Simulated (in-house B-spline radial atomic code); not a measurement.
## B3LYP (VWN-RPA) excitations of V5+

Method: B3LYP (VWN-RPA). Computed with an all-electron radial atomic-structure program (B-spline basis): linear response of the closed shell [Ne] 3s2 3p6 with the functional's adiabatic kernel; scalar-relativistic (spin-free one-electron X2C), finite nucleus, no spin-orbit coupling, no double excitations, S, P, D and F terms only. Only terms of natural parity with L up to 3 were computed.

Command:
```bash
python run_td.py task.json out
```
Settings (radii: box in bohr, nucleus in fm):
```
Z                        23
electrons                18
configuration            [Ne] 3s2 3p6
hamiltonian              x2c
method                   b3lyp
box_radius               16.35
rms_radius               3.6002
intervals                71
```

Run time, properties included: 0.9 s on 1 thread of Intel(R) Xeon(R) Platinum 8375C CPU @ 2.90GHz (Ice Lake), with other jobs on the host.

The lowest states, in the order of their Tamm-Dancoff energies; the method's threshold (minus the highest occupied level) is 119.91 eV. Labels give the largest channel, * marks a mixed state, and oscillator strengths are full-response dipole values. Semilocal kernels can invert the small singlet-triplet splittings of Rydberg terms. Energies in eV:

```json
{"state": "3p → 3d 3P", "full response": "38.39", "Tamm-Dancoff": "38.53", "oscillator strength": "-"}
{"state": "3p → 3d 3F", "full response": "?", "Tamm-Dancoff": "?", "oscillator strength": "-"}
{"state": "3p → 3d 1F", "full response": "42.54", "Tamm-Dancoff": "42.54", "oscillator strength": "-"}
{"state": "3p → 3d 1P", "full response": "?", "Tamm-Dancoff": "?", "oscillator strength": "?"}
{"state": "3p → 4s 3P", "full response": "65.43", "Tamm-Dancoff": "65.45", "oscillator strength": "-"}
{"state": "3p → 4s 1P", "full response": "66.37", "Tamm-Dancoff": "66.42", "oscillator strength": "0.241"}
{"state": "3s → 3d 3D", "full response": "68.26", "Tamm-Dancoff": "68.33", "oscillator strength": "-"}
{"state": "3p → 4p 3S", "full response": "72.52", "Tamm-Dancoff": "72.55", "oscillator strength": "-"}
{"state": "3s → 3d 1D", "full response": "72.69", "Tamm-Dancoff": "72.78", "oscillator strength": "-"}
{"state": "3p → 4p 3D", "full response": "73.25", "Tamm-Dancoff": "73.27", "oscillator strength": "-"}
```

Task: Where does 3p → 3d 1P lie?

Result: At 54.94 eV in full response, 57.39 eV in Tamm-Dancoff, oscillator strength 3.82.

Task: Where does 3p → 3d 3F lie?

Result: At 38.95 eV in full response, 39.17 eV in Tamm-Dancoff.

Task: How large is the singlet-triplet splitting of 3p → 3d (F terms) in Tamm-Dancoff?

Result: 3.38 eV, from the unrounded values.

Task: What polarisabilities and dispersion coefficient does the method give?

Result: Dipole 1.082 bohr³, quadrupole 1.146 bohr⁵, C6 1.963 hartree·bohr⁶ for two such species.
